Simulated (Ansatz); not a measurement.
Basis sets compared for Ga(OH)3 (GaO3H3). The state is a singlet with charge 0. Geometry PBE-D4/def2-SVP. Ansatz on 4 threads of Arm Neoverse V1 on a shared host; times are rough, and most runs start from earlier orbitals.

```tsv
atom	x (Å)	y (Å)	z (Å)
Ga1	0.000	0.000	0.000
O2	-1.021	-0.310	1.445
H3	-1.823	-0.806	1.194
O4	1.546	0.899	0.169
H5	1.692	1.151	1.100
O6	-0.524	-0.589	-1.613
H7	0.131	-0.346	-2.294
```

The 6-31G sets use Cartesian d functions. B3LYP takes the VWN-RPA correlation.

Binding counts from free atoms (Ga doublet, O triplet, H doublet) in the same basis, without a counterpoise term.

```tsv
level	functions	energy (Eh)	HOMO (eV)	LUMO (eV)	binding per atom (eV)	wall time
HF/STO-3G	36	-2124.1765	-7.94	6.64	–	0.15 s
HF/6-31G	62	-2149.2663	-13.48	1.65	2.08	0.3 s
PBE-D4/def2-SVP	89	-2151.4661	-6.81	-1.74	3.73	0.6 s
PBE-D4/def2-TZVP (with forces)	159	-2152.0041	-7.21	-2.01	3.74	1.4 s
r2SCAN-D4/def2-TZVP	159	-2152.4101	-7.61	-1.64	3.67	2.3 s
B3LYP-D4/6-31G	62	-2152.0638	-8.38	-1.66	3.41	0.75 s
B3LYP-D4/def2-TZVP	159	-2152.5844	-8.68	-1.45	3.61	1.6 s
PBE0-D4/def2-SVP	89	-2151.5007	-8.64	-0.82	3.57	0.9 s
PBE0-D4/def2-TZVP	159	-2152.0352	-8.95	-1.05	3.59	1.5 s
```

Question: Estimate the rows for PBE-D4/def2-TZVPD, r2SCAN-D4/def2-TZVPD, PBE0-D4/def2-TZVPD.

Answer: 
| level | functions | energy (Eh) | HOMO (eV) | LUMO (eV) | binding per atom (eV) | wall time |
| --- | --- | --- | --- | --- | --- | --- |
| PBE-D4/def2-TZVPD | 201 | -2152.0100 | -7.35 | -2.28 | 3.75 | 1.9 s |
| r2SCAN-D4/def2-TZVPD | 201 | -2152.4145 | -7.71 | -1.86 | 3.68 | 3.4 s |
| PBE0-D4/def2-TZVPD | 201 | -2152.0400 | -9.05 | -1.41 | 3.60 | 2.4 s |
